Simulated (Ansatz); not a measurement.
A nudged elastic band was laid between two geometries of BF2H3OSSi (9 atoms, charge 0, multiplicity 1).

Theory: Ansatz, RKS B3LYP/6-31G.

- movable images: 7
- climbing image: yes
- spring: 5.0 eV/Å²
- optimiser: quadratic models (default)
- start path: through a guess of the saddle point
- force threshold: 0.03 eV/Å
- iteration limit: 48
- end points: relaxed

Image 0:

```xyz
9
Properties=species:S:1:pos:R:3
O 2.234 -0.569 0.022
B 1.046 -0.738 0.652
F 1.019 -1.356 1.864
Si -0.620 -0.066 -0.282
F 0.133 0.543 -1.714
S -1.583 1.560 0.896
H 2.245 -0.121 -0.845
H -1.660 -1.036 -0.755
H -2.726 1.737 0.144
```

Image 8:

```xyz
9
Properties=species:S:1:pos:R:3
O 2.075 0.165 0.251
B 1.034 -0.701 0.283
F 1.182 -1.953 0.835
Si -0.766 -0.136 -0.442
F -0.717 0.013 -2.146
S -1.214 1.836 0.504
H 2.953 -0.064 0.608
H -1.888 -1.093 -0.170
H -2.571 1.886 0.259
```

(1) Which bonds break or form, and what moves?

(2) What energy profile does the band end with?

(3) What is the geometry of the highest image?

(4) What are the harmonic wavenumbers there?

Results:

(1) No bond is made or broken. The dihedral H7–O1–B2–F3 goes from -180 to 0°.

(2) It converged. The highest image is number 6 of 0 to 8, 0.38 eV above the first end and 0.35 eV above the last; the last end lies 0.02 eV above the first. A vibrational analysis at the climbing image gives one clearly imaginary mode, 684i cm⁻¹: a first-order saddle point. Limits of this set-up: no polarisation functions.

```csv
image,path coordinate (Å),energy (eV),dihedral H7–O1–B2–F3 (°)
0,0.00,0.00,-180
1,0.42,0.01,179
2,0.84,0.03,179
3,1.25,0.04,179
4,1.67,0.05,179
5,2.09,0.14,166
6,2.51,0.38,94
7,3.01,0.08,10
8,3.51,0.02,0
```

(3) 
```xyz
9
Properties=species:S:1:pos:R:3
O 2.114 0.018 0.382
B 1.024 -0.741 0.459
F 1.030 -1.898 1.203
Si -0.741 -0.202 -0.390
F -0.526 -0.033 -2.083
S -1.260 1.779 0.515
H 2.931 0.320 -0.007
H -1.898 -1.141 -0.236
H -2.585 1.851 0.139
```

(4) 684i, 10, 94, 127, 182, 235, 264, 289, 386, 459, 524, 605, 666, 766, 789, 846, 1164, 1446, 2199, 2510, 4007 cm⁻¹.

Run time: 19 min on 1 thread of Arm Neoverse V2, on a shared host, peak memory 0.16 GiB.
